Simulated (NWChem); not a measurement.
Species: C₄H₅FO; SMILES FC1=COCC1

```xyz
11

F      0.0756    -2.1104    -0.0329
C      0.0670    -0.7692    -0.0164
C      1.1374     0.0516     0.0050
O      0.8008     1.3792     0.0731
C     -0.6362     1.4426    -0.1322
C     -1.2029     0.0279     0.1187
H      2.2087    -0.1835    -0.0006
H     -1.0431     2.2232     0.5385
H     -0.8127     1.7528    -1.1866
H     -1.6514    -0.0986     1.1314
H     -1.9798    -0.2510    -0.6226
```
Atoms are numbered in this order, from 1.

All runs: NWChem. Structure relaxed at the PBE-D3(BJ)/def2-SVP level. B3LYP is NWChem's, with the RPA form of VWN correlation. Ions are spin-unrestricted doublets at the neutral geometry; other ion states weren't tried.

For level PBE/def2-SVP:

```yaml
vertical ionisation energy, ΔSCF (eV): 8.10
"−ε(HOMO) (eV)": 4.68
```

How do the values read with level B3LYP/def2-SVP instead?


- vertical ionisation energy, ΔSCF (eV) = 8.33
- −ε(HOMO) (eV) = 5.78
